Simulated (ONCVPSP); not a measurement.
mercury (Hg): one change to an ONCV potential, before and after

mercury (Hg), optimised norm-conserving Vanderbilt (ONCV), made with ONCVPSP 4.0.1 (PBE, scalar-relativistic). Core [Xe] 4f14, reference 5d10 6s1.75 6p0.25. Waves: 6s: rc 2.00 bohr, ncon 4, nbas 8, qcut 2.9 1/bohr, 1 projector; 6p: rc 3.50 bohr, ncon 4, nbas 8, qcut 2.1 1/bohr, 2 projectors, debl 2.8 Ha; 5d: rc 1.50 bohr, ncon 4, nbas 8, qcut 7.2 1/bohr, 3 projectors, debl 1.2 Ha. Local part: polynomial inside 1.25 bohr (lpopt 5, dvloc0 3 Ha). Core correction: none.

Change: all radii scaled by about 1.21 (s 2.42, p 4.22, d 1.80 bohr); local potential polynomial inside 1.50 bohr (lpopt 5, dvloc0 3 Ha).

Cutoffs: the cutoffs (Ha) at which the residual kinetic energy of the hardest occupied pseudo-wave falls to 1 and 0.1 mHa per electron; they do not see the model core or the augmentation charge, which bear on the density cutoff. Errors are all-electron minus pseudo energies relative to the spin-unpolarised reference configuration.

**Question.** Predict the effect on cutoff, ghosts and configuration errors.

**Answer.** The potential gets neither clearly harder nor softer (22 Ha and 27 Ha → 21 Ha and 26 Ha); both files keep a bound ghost (s); of the 3 tests that both files solve, the error grows in 3 and shrinks in 0 by more than 15 % and 0.3 meV (median size 1.7 → 2.5 meV). More of the atom is replaced by a form fitted at one configuration, so other configurations suffer.

| quantity | base | changed |
| --- | --- | --- |
| cutoff, loose | 22 Ha | 21 Ha |
| cutoff, tight | 27 Ha | 26 Ha |
| loose cutoff by channel | s 7.8 Ha, p 1.1 Ha, d 22 Ha | s 5.8 Ha, p 1.1 Ha, d 21 Ha |
| bound ghosts | s | s |
| GHOST(+) flags under 300 eV | p at 29.3 eV | p at 18.9 eV, p at 74.4 eV |
| tests with a reliable result | 3 of 4 | 3 of 4 |
| error for 5d10 6s2 6p0, meV [ΔE -1.46 eV] | +1.0 | +1.3 |
| error for 5d10 6s1 6p0, meV [ΔE 9.23 eV] | -4.5 | -5.9 |
| error for 5d10 6s1.5 6p0, meV [ΔE 2.90 eV] | -1.7 | -2.5 |

 A true bound ghost makes a file unfit for plane-wave use even where its test errors are small: the radial tests pick states by their node count and pass the ghost by.
